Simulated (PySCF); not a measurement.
H4O6Ru, SMILES [O]=[Ru](=[O])([OH])([OH])([OH])[OH], multiplicity 1.

Coordinates come from a PBE0-D3(BJ)/def2-SVP optimisation. The spin state was assumed, not searched. The def2 effective core potentials stand for the cores of Ru; spin–orbit coupling is left out. One conformer was computed; it need not be the lowest.

Computed with PBE0-D3(BJ)/def2-SVP (PySCF 2.14.0).

Frequencies are harmonic and unscaled.

Computed vibrational spectrum:
```
mode  ν (cm⁻¹)  IR (km/mol)  moving atoms (share of kinetic energy)
----  --------  -----------  --------------------------------------
1           50         14.7                          O 86 %, H 14 %
2          171          0.1                          O 84 %, H 15 %
3          222          5.8                  O 61 %, H 30 %, Ru 9 %
4          295          4.0                  O 69 %, Ru 22 %, H 9 %
5          333          1.9                  O 78 %, H 14 %, Ru 9 %
6          351          8.6                 H 45 %, O 43 %, Ru 12 %
7          379          8.4                          O 84 %, H 11 %
8          417         27.1                 O 65 %, H 24 %, Ru 11 %
9          447          8.8                          O 82 %, H 14 %
10         452         25.9                          O 73 %, H 22 %
11         504         80.2                          H 57 %, O 41 %
12         533         49.9                          H 75 %, O 24 %
13         555         35.5                          O 60 %, H 39 %
14         571         24.9                          O 87 %, H 12 %
15         580         86.4                          H 51 %, O 47 %
16         644        140.0                         O 73 %, Ru 20 %
17         656         77.5                         O 84 %, Ru 11 %
18         908         35.4                  O 49 %, H 43 %, Ru 9 %
19         945        189.9                          H 86 %, O 14 %
20         963         96.6                  O 77 %, H 14 %, Ru 9 %
21         971        240.8                          H 51 %, O 42 %
22        1050         59.5                          H 86 %, O 13 %
23        1061        204.5                          H 75 %, O 19 %
24        3779        238.9                                  H 94 %
25        3796        121.0                                  H 94 %
26        3812        135.5                                  H 94 %
27        3818        146.2                                  H 94 %
```
